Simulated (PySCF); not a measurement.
BOF + 2 H₂O → B(OH)₃ + HF

Level: PBE0 in the def2-TZVP basis family, all electrons, no relativity, computed in PySCF with density fitting; open shells unrestricted.

| species | state and structure | ZPE (kJ/mol) | H(298 K) − H(0) (kJ/mol) | S° (J/(mol K)) |
| --- | --- | --- | --- | --- |
| BOF | singlet, C∞v, B–F 1.282 Å, B–O 1.206 Å; F–B–O 180.0° | 25.1 | 9.9 | 224.6 |
| H₂O | singlet, C2v, O–H 0.960 Å (×2); H–O–H 105.1° | 56.5 | 9.9 | 188.7 |
| B(OH)₃ | singlet, C3h, B–O 1.366 Å (×3), O–H 0.960 Å (×3); B–O–H 112.2° (×3), O–B–O 120.0° (×3) | 129.4 | 13.9 | 270.3 |
| HF | singlet, C∞v, H–F 0.920 Å | 24.9 | 8.7 | 173.6 |

Question: Is the gas-phase reaction uphill or downhill in electronic energy at this level, and by how much?

Answer: At PBE0/def2-TZVP, ΔE = -234.0 kJ/mol, downhill. 

Question: Add zero-point, thermal and entropy terms for 298.15 K and 1 bar.

Answer: ΔZPE = 16.2 and Δ[H(298) − H(0)] = -7.1 kJ/mol give ΔH° = -224.9 kJ/mol. ΔS° = -158.1 J/(mol K), so ΔG° = -224.9 − 298.15 × (-0.1581) = -178 kJ/mol. ΔG° would change sign near 1420 K if ΔH° and ΔS° stayed fixed.

The structures come from searches over a few start shapes, so lower isomers are not excluded.
